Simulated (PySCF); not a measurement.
Nickel: a sound run and one with changed settings

Sound run: Ni⁺ [Ar] 3d9, Ni²⁺ [Ar] 3d8. All numbers are calculated (PySCF 2.14, the spin-free X2C one-electron Hamiltonian (Gaussian nucleus), in Sapporo-DKH3-DZP-2012 (6s4p3d1f, 40 functions)). In the sound run the correlated levels freeze [Ar]. The sound run starts from symmetry-adapted Hartree-Fock orbitals and uses a fine grid where one is needed.

Changed run: no relativity, point nucleus. This setting is unsound on purpose.

```tsv
species	method	sound run (hartree)	changed run (hartree)	converged
Ni⁺	UHF	-1518.76182	-1500.54399	yes
Ni⁺	MN15	-1521.21271	-1503.03690	yes
Ni⁺	M06-L	-1520.16966	-1501.95333	yes
Ni⁺	MP2	-1519.07306	-1500.85076	yes
Ni²⁺	UHF	-1518.20629	-1499.97837	yes
Ni²⁺	MN15	-1520.50126	-1502.31673	yes
Ni²⁺	M06-L	-1519.51348	-1501.29031	yes
Ni²⁺	MP2	-1518.40550	-1500.17474	yes
```

Ionisation energy of Ni⁺:

```json
{"method": "UHF", "sound run (eV)": "15.117", "changed run (eV)": "15.391"}
{"method": "MN15", "sound run (eV)": "19.360", "changed run (eV)": "19.597"}
{"method": "M06-L", "sound run (eV)": "17.856", "changed run (eV)": "18.042"}
{"method": "MP2", "sound run (eV)": "18.165", "changed run (eV)": "18.395"}
{"method": "SCS-MP2", "sound run (eV)": "17.849", "changed run (eV)": "18.082"}
```

Most of the change in total energy is the relativistic energy itself. On top of that the contraction fixes the core shape for the Hamiltonian it was made with, so the changed run is not a good calculation with the other Hamiltonian either.

For comparison, NIST gives 18.169 eV between the lowest levels.
